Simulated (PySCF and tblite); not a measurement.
Conformers and averaged properties: C6H8N2S, numbered as in [CH2:1]=[CH:2][CH2:3][c:4]1[n:5][s:6][c:7]([CH3:8])[n:9]1

Geometries GFN2-xTB; weights from PBE0-D3(BJ)/pcSseg-1 (IEF-PCM, cyclohexane) energies and GFN2-xTB thermal corrections, with symmetry numbers and mirror pairs. Conformers within 3 kcal/mol (GFN2-xTB free energy) were kept, 10 at most. GIAO shieldings: PBE0/pcSseg-1 (IEF-PCM, cyclohexane). Shifts are against TMS (¹H), TMS (¹³C), NH3 (¹⁵N) at the same level; of two unlike H on one atom, a is the less shielded. Codes: tblite and PySCF.

Torsions listed: C1–C2–C3–C4, C2–C3–C4–N5. Of a mirror pair one member is shown.

| conformer | shape | symmetry | E(GFN2) kcal/mol | E(DFT) kcal/mol | G(298.15 K) kcal/mol | weight % | dipole D |
| --- | --- | --- | --- | --- | --- | --- | --- |
| 1 | 8°, -100° | C1 (pair) | 0.91 | 0.17 | 0.00 | 38.5 | 2.17 |
| 2 | 115°, -110° | C1 (pair) | 0.00 | 0.00 | 0.04 | 35.7 | 2.37 |
| 3 | 113°, 89° | C1 (pair) | 0.17 | 0.26 | 0.24 | 25.8 | 2.30 |

Weights (%) against temperature:

```json
{"T (K)": "200", "1": "40.4", "2": "37.8", "3": "21.8", "S(mix) cal/mol/K": "3.50"}
{"T (K)": "250", "1": "39.3", "2": "36.5", "3": "24.2", "S(mix) cal/mol/K": "3.52"}
{"T (K)": "298.15", "1": "38.5", "2": "35.7", "3": "25.8", "S(mix) cal/mol/K": "3.53"}
{"T (K)": "350", "1": "37.8", "2": "35.1", "3": "27.1", "S(mix) cal/mol/K": "3.54"}
{"T (K)": "400", "1": "37.2", "2": "34.7", "3": "28.1", "S(mix) cal/mol/K": "3.55"}
```

Averaged shifts at 298.15 K. ¹H: 6.48 (H2, 1H), 5.44 (H1a, 1H), 5.17 (H1b, 1H), 3.90 (H3, 2H), 3.04 (H8, 3H) ppm. ¹³C: 198.9 (C7), 177.0 (C4), 145.6 (C2), 123.2 (C1), 43.3 (C3), 20.2 (C8) ppm. ¹⁵N: 336.1 (N9), 311.8 (N5) ppm.

Coordinates of conformer 1 (Å):

```xyz
17

C     2.342    0.853    0.225
C     2.465   -0.230   -0.518
C     1.402   -1.268   -0.746
C     0.077   -0.883   -0.189
N    -0.350   -1.352    0.951
S    -1.822   -0.739    1.299
C    -1.818    0.181   -0.194
C    -2.930    1.060   -0.609
N    -0.730   -0.022   -0.855
H     1.430    1.093    0.744
H     3.154    1.550    0.345
H     3.398   -0.442   -1.023
H     1.717   -2.207   -0.283
H     1.292   -1.427   -1.822
H    -2.695    1.507   -1.572
H    -3.854    0.489   -0.691
H    -3.085    1.848    0.127
```

Unscaled ¹⁵N shifts at such levels can be off by tens of ppm; differences between conformers or isomers are more reliable. Shifts are unscaled: against experiment ¹³C can be off by 15 ppm or more and ¹H by 0.8 ppm.

Search and properties took 2.8 min on 1 thread of Arm Neoverse N1 (shared host) (rough), launched as `OMP_NUM_THREADS=1 python ens_run.py task.json out`.


¹⁵N shifts are against a computed isolated NH3 molecule, about 20 ppm from the liquid.

Conformer gaps in pcSseg-1 on xTB geometries can be 2 kcal/mol off for S=O, P=O and other polar bonds.